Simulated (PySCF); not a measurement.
An unknown is described by computed data only.

Formula: C2H7ClOSi3.

* Dipole: 1.03 D [B3LYP/def2-SVPD]
* UV, strongest line: among the 8 lowest singlet transitions: S7 at 7.08 eV (175 nm, f = 0.192) [TDDFT B3LYP/def2-SVPD]
* Polarisability: 116.4 au [B3LYP/def2-SVPD]
* 13C NMR: chemical shifts (computed TMS as zero) by class: 105.6 (1 C), 90.1 (1 C) ppm [GIAO PBE0/pcSseg-1]
* NMR, other nuclei: isotropic shieldings of nuclei other than C and H, by class: 272 (1 O), 376 (1 Si), 384 (1 Si), 464 (1 Si), 909 (1 Cl) ppm [GIAO PBE0/pcSseg-1]
* 1H NMR: chemical shifts (computed TMS as zero) by class: 5.69 (1 H), 5.51 (1 H), 5.38 (1 H), 3.59 (3 H), 2.26 (1 H) ppm [GIAO PBE0/pcSseg-1]
* Rotational structure: rotational constants A, B, C: 1.458, 0.793, 0.619 GHz [GFN2-xTB]

Gas-phase values; electronic properties from PySCF, density fitting. Levels stand in brackets. One conformer (not necessarily the lowest) at the GFN2-xTB geometry, without solvent, vibrations or thermal averaging. NMR classes are plain means over equivalent atoms (diastereotopic ones count apart unless rotation or inversion swaps them), as if these changed places fast.

**Question.** Give a SMILES that accounts for the data.

**Answer.** Numbering: `[CH:1]#[C:2][Si@H:3]([SiH3:4])[O:5][SiH2:6][Cl:7]`. Its formula, C2H7ClOSi3, gives 2 degrees of unsaturation: 0 rings and 2 π bonds in the structure found. 2 carbons fall into 2 classes; from least to most shielded: terminal alkyne carbon [C1] (105.6 ppm), alkyne carbon [C2] (90.1 ppm). Hydrogen classes from least to most shielded: 1 H on an oxygen-bound silicon, Si3 (5.69 ppm), 1 H on a chlorine-bound silicon, Si6 (5.51 ppm), 1 H on a chlorine-bound silicon, Si6 (5.38 ppm), 3 H on an SiH3 silicon, Si4 (3.59 ppm), 1 H on a terminal alkyne carbon, C1 (2.26 ppm). The other shieldings belong to: 272 ppm, siloxane oxygen [O5]; 376 ppm, chlorine-bound silicon [Si6]; 384 ppm, oxygen-bound silicon [Si3]; 464 ppm, SiH3 silicon [Si4]; 909 ppm, silicon-bound chlorine [Cl7]. The optimised geometry has point group C1 and is an asymmetric top. Structure: `C#C[Si@H]([SiH3])O[SiH2]Cl`. Computed isomers that give other values at the same levels: `C#C[SiH2][Si@H](Cl)O[SiH3]` (13C chemical shifts (computed TMS as zero) by class: 107.4 (1 C), 81.9 (1 C) ppm); `[SiH3]C#C[SiH2]O[SiH2]Cl` (13C chemical shifts (computed TMS as zero) by class: 118.9 (1 C), 114.6 (1 C) ppm); `C#C[Si@@H](Cl)[SiH2]O[SiH3]` (1H chemical shifts (computed TMS as zero) by class: 5.68 (1 H), 5.55 (1 H), 5.45 (1 H), 5.11 (3 H), 2.35 (1 H) ppm). The assignments are read from this structure; whether some other isomer fits the data as well wasn't checked. The mirror image fits equally.

Shape of the structure used: `[CH:1]#[C:2][Si@H:3]([SiH3:4])[O:5][SiH2:6][Cl:7]`: C2–Si3–O5–Si6 72°, Si3–O5–Si6–Cl7 37°.
